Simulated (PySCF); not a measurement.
Te(Cl)(Me) (CH3ClTe), SMILES [Te](Cl)C. The structure is a stationary point at PBE-D3(BJ)/def2-SVP. The def2 effective core potentials stand for the cores of Te; spin–orbit coupling is left out.

Level of theory: PBE-D3(BJ)/def2-SVP run with PySCF.

Harmonic wavenumbers (cm⁻¹): 100, 140, 352, 508, 792, 812, 1186, 1363, 1388, 2990, 3109, 3135. Rotational constants (GHz): 7.665, 2.893, 2.130; symmetry number 1.

Problem. Work out the zero-point energy and the ideal-gas rigid-rotor harmonic-oscillator thermochemistry at 298.15 K and 1 atm.

Solution. ZPE = ½ Σ hcν = ½ × 15876 cm⁻¹ = 94.96 kJ/mol. H − E(el) = 110.55 kJ/mol. Entropy in J/(mol K): translation 173.38, rotation 110.14, vibration 35.77, total 319.28. G − E(el) = 15.36 kJ/mol. Cp = 68.43 J/(mol K). Modes under 150 cm⁻¹ make the vibrational entropy uncertain.
